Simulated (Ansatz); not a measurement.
Calculated with Ansatz (gas phase, PBE0-D4/def2-TZVP geometries, no zero-point term in ΔE). CBS: MP2 limit from def2 TZ/QZ plus the TZ coupled-cluster correction, frozen cores. DFT in def2-TZVPP. Elements past krypton have def2 core potentials. For Hf outer-core shells are correlated without core-valence functions, which leaves a few kJ/mol of doubt a bond. One conformer a species, not always the lowest.

Reaction (formal exchange of groups at the Hf–O bond): `C[N](C)[Hf]([OH])([F])[O]CC(F)(F)F` + `CC(C)(C)C` → `C[N](C)[Hf]([OH])([F])[CH2]C(C)(C)C` + `OCC(F)(F)F`

(1) Is it downhill or uphill in electronic energy at CCSD(T)/CBS, and by how much? (An estimate is asked.)

(2) What do these levels give: B97M-V, PBE0-D4, r2SCANh-D4, RPA@PBE/def2-TZVPP, MP2/def2-QZVPP, MP2/CBS(def2)? (Best estimate.)

Largest T1 diagnostic among the species: 0.014.

## Answers

(1) Ansatz gave: Uphill: ΔE = +181.2 kJ/mol.

(2) Computed: B97M-V 190.7, PBE0-D4 182.2, r2SCANh-D4 189.3, RPA@PBE/def2-TZVPP 179.1, MP2/def2-QZVPP 182.1, MP2/CBS(def2) 181.3 kJ/mol.

In def2-TZVPP, CCSD(T) changes the Hartree–Fock value by −37.0 kJ/mol (the triples alone add −5.3 kJ/mol) and MP2 by −36.9 kJ/mol. From BLYP to BHLYP (50 % exact exchange), in def2-TZVPP and without D4, ΔE moves by +4.5 kJ/mol. At CCSD(T), def2-SVP lies +20.5 kJ/mol from the extrapolated value and def2-TZVPP +1.5 kJ/mol.
